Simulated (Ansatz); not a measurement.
Consider the ligand exchange at the Si–S bond: `[SiH3][SiH2]S[SiH3]` + `CO[SiH2]S` → `CO[SiH2]S[SiH3]` + `[SiH3][SiH2]S`.

Program: Ansatz. Geometries: PBE0-D4/def2-TZVP. ΔE: electronic, gas phase. CCSD(T)/CBS is the MP2 limit (def2-TZVPP, def2-QZVPP) plus CCSD(T) − MP2 in def2-TZVPP, frozen cores. This one scheme is used for every species. Functionals use def2-TZVPP. B3LYP here is the variant with VWN-RPA as its local correlation; programs differ in this. One conformer a species, not always the lowest.

| level | ΔE (kJ/mol) | difference from CCSD(T)/CBS |
| --- | --- | --- |
| B3LYP-D4 | -5.5 | -0.2 |
| BHLYP-D4 | -5.4 | -0.1 |
| B2PLYP | -4.7 | 0.6 |
| BLYP | -3.9 | 1.4 |
| BHLYP | -4.5 | 0.8 |
| HF/def2-SVP | -4.6 | 0.7 |
| MP2/def2-SVP | -5.3 | 0.0 |
| CCSD/def2-SVP | -5.2 | 0.1 |
| CCSD(T)/def2-SVP | -5.2 | 0.1 |
| HF/def2-TZVPP | -4.0 | 1.3 |
| MP2/def2-TZVPP | -5.4 | -0.1 |
| CCSD/def2-TZVPP | -5.1 | 0.2 |
| SCS-MP2/def2-QZVPP | -5.1 | 0.2 |
| HF/CBS(def2) | -3.9 | 1.4 |
| MP2/CBS(def2) | -5.4 | -0.1 |
| CCSD/CBS(def2) | -5.1 | 0.2 |
| CCSD(T)/CBS | -5.3 | 0 |

Largest T1 diagnostic among the species: 0.012.

Leaving LDA and LC-ωPBE aside and taking each functional with its dispersion term where it has one, the values, not all of them listed here, spread over 1.1 kJ/mol, from ωB97X-V to B97M-V.

CCSD(T)/CBS has its own doubt, a few kJ/mol and more with outer-core shells, so smaller differences from it don't rank the levels.
